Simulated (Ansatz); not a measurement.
Molecule: sum formula BN3H5, charge 0, multiplicity 2. It need not be the lowest isomer of its formula. 
Geometry from a B3LYP-D3(BJ)/def2-TZVP (Ansatz, a program for electronic structure) optimisation:
```xyz
9

B      0.0394     0.0100    -0.0037
N      1.4919     0.0940    -0.1718
N     -0.6022    -1.2419     0.2227
N     -0.6945     1.2161    -0.1354
H      2.0107    -0.4323     0.5339
H     -0.0840    -2.1003     0.2830
H     -1.5855    -1.3862     0.0665
H     -0.2312     2.0824    -0.3444
H     -1.6732     1.3093     0.0703
```
Charge 0, spin multiplicity 2.

Quantity: atomisation energy (electronic, to ground-state atoms), in kcal/mol. Valence correlation only, unless marked. UHF or UKS for open shells. No spin-orbit coupling. Non-relativistic. The coupled-cluster limit lacks core correlation, which all-electron functionals hold. CBS(X,Y): correlation extrapolated as X^-3; Hartree-Fock from the larger set. [CCSD(T)-MP2]/basis is that difference in the basis named.

```csv
level,program,atomisation energy (kcal/mol)
PBE/def2-TZVPD,Ansatz,810.8
BLYP-D4/def2-TZVPD,Ansatz + dftd4,802.9
r2SCANh-D4/def2-TZVPD,Ansatz + dftd4,781.0
CAM-B3LYP/def2-TZVPD,Ansatz,797.9
RPA@PBE/cc-pVQZ,Ansatz,748.9
RI-MP2/cc-pVQZ,Ansatz,783.1
"RI-MP2/CBS(aug-cc-pVTZ,aug-cc-pVQZ)+[CCSD(T)-MP2]/aug-cc-pVTZ",Ansatz,784.1
```
